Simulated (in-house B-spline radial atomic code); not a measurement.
Ag⁻. Computed with a B-spline radial atomic code. Model: all-electron spherical atom, spin shells full or empty, radial basis limit, no spin-orbit coupling: exact exchange with a local potential (Slater, KLI or optimised effective potential, whose far tail is KLI's), no correlation.

Anion configuration assumed.

The run also made RPA and GW results, which its time includes.

The Slater potential averages the orbital exchange potentials with the orbital densities as weights, KLI adds orbital constants, and the optimised effective potential minimises the exact-exchange energy among local potentials. So their energies lie above Hartree-Fock in the order OEP, KLI, Slater. All fall off as −1/r, unlike LDA and GGA exchange.

Command:
```bash
python run_gw.py task.json out
```
Settings (nuclear radius in fm, other lengths in bohr, energies in hartree):
```
Z                      47
electrons              48
configuration          [Kr] 4d10 5s2
hamiltonian            x2c
method                 kli
lmax                   9
rms_radius             4.5454
spin_polarised         False
box_radius             60
intervals              110
ion_configuration      [Kr] 4d10 5s1
```

Run time, properties included: 25 s on 1 thread of Intel(R) Xeon(R) Platinum 8488C (Sapphire Rapids), on a shared host.

Given: hamiltonian one-electron scalar X2C; mean-field start exchange-only KLI.

Computed: energy above Hartree-Fock 29.569 millihartree.

```tsv
radius (bohr)	r times exchange potential (hartree bohr)
0.00106	-0.044391
0.00138	-0.057627
0.0018	-0.074829
0.00234	-0.096626
0.00304	-0.12426
0.00395	-0.15897
0.00513	-0.20174
0.00667	-0.25344
0.00867	-0.31325
0.0113	-0.37919
0.0147	?
0.019	-0.49733
0.0248	-0.52907
0.0322	-0.52997
0.0418	-0.52696
0.0544	?
0.0707	-0.73827
0.0919	-0.87519
0.119	-0.92513
0.155	-0.8792
0.202	-0.94098
0.262	-1.1857
0.341	-1.3208
0.443	-1.1722
0.576	-0.8752
0.749	-1.0559
0.973	-1.2907
1.27	-1.2925
1.64	-1.1251
2.14	-0.91247
2.78	-0.77954
3.61	-0.77189
4.7	-0.84623
6.1	-0.92309
7.93	-0.9705
10.3	-0.99141
13.4	-0.99825
```

Problem. What belongs in the row 0.0147?

Solution. r times exchange potential (hartree bohr): -0.44413.

Problem. What belongs in the row 0.0544?

Solution. r times exchange potential (hartree bohr): -0.59345.

```tsv
occupied	level (hartree)	Hartree-Fock level (hartree)
1s	-928.86	-942.24
2s	?	?
2p	-122.68	-126.9
3s	-25.065	-27.178
3p	-20.44	-22.176
3d	-13.123	-14.284
4s	-3.326	-4.0762
4p	?	?
4d	-0.1204	-0.31331
5s	-0.021398	-0.023059
```

Problem. What belongs in the row 2s?

Solution. level (hartree): -136.72; Hartree-Fock level (hartree): -141.72.

Problem. What belongs in the row 4p?

Solution. level (hartree): -1.995; Hartree-Fock level (hartree): -2.5461.

The highest level, 5s, differs from Hartree-Fock by +0.045 eV and the deepest, 1s, by +364 eV: a local potential can match the highest level but can't give each shell its own exchange.
